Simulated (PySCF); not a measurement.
Dipole polarisabilities along group 16, charge +1

Calculated with PySCF 2.14 for the ground configurations, without spin-orbit coupling: coupled response for Hartree-Fock and DFT. Mean α in bohr³, C₆ of like pairs in atomic units.

```
                                                                                                 species  α UHF  α PBE  α PBE0  C₆ UHF  C₆ PBE  C₆ PBE0
      O+ [He] 2s2 2p3 (x2c-QZVPPall with one added diffuse shell each of s, p, d, f type, spin-free X2C)  2.624  2.681   2.631   4.942   5.281    5.121
      S+ [Ne] 3s2 3p3 (x2c-QZVPPall with one added diffuse shell each of s, p, d, f type, spin-free X2C)  10.87  10.99   10.85   53.43   54.17    53.33
Se+ [Ar] 3d10 4s2 4p3 (x2c-QZVPPall with one added diffuse shell each of s, p, d, f type, spin-free X2C)  14.11  14.33   14.11   87.52   88.82    87.27
Te+ [Kr] 4d10 5s2 5p3 (x2c-QZVPPall with one added diffuse shell each of s, p, d, f type, spin-free X2C)  22.34  22.51   22.19   191.3   191.7    188.7
```

The values depend on the diffuse functions of the basis.
